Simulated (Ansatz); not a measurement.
Consider the ligand exchange at a Ge–O bond: `[OH][Ge][OH]` + HCl → `[OH][Ge][Cl]` + H₂O.

Calculated with Ansatz (gas phase, PBE0-D4/def2-TZVP geometries, no zero-point term in ΔE). CBS: MP2 limit from def2 TZ/QZ plus the TZ coupled-cluster correction, frozen cores. This one scheme is used for every species. DFT in def2-TZVPP. For Ge outer-core shells are correlated without core-valence functions, which leaves a few kJ/mol of doubt a bond. Scalar relativity is left out up to krypton. Each species was taken in one conformer, which may not be the lowest.

```tsv
level	ΔE (kJ/mol)
PBE-D4	-51.8
revPBE-D4	-52.2
BLYP-D4	-48.2
BHLYP-D4	-51.6
PBE-QIDH	-49.7
HF/def2-TZVPP	-49.8
CCSD/def2-TZVPP	-42.8
MP2/def2-QZVPP	-47.5
```

(1) What does CCSD(T)/CBS give? (An estimate is asked.)

Largest T1 diagnostic among the species: 0.015.

Answers

(1) Ansatz gave: -48.5 kJ/mol. The listed levels differ from it by -3.3, -3.7, 0.3, -3.1, -1.2, -1.3, 5.7, 1.0 kJ/mol.

At CCSD(T), def2-SVP lies +11.0 kJ/mol from the extrapolated value and def2-TZVPP +5.8 kJ/mol. In def2-TZVPP, CCSD(T) changes the Hartree–Fock value by +7.0 kJ/mol (the triples alone add +0.0 kJ/mol) and MP2 by +5.6 kJ/mol.
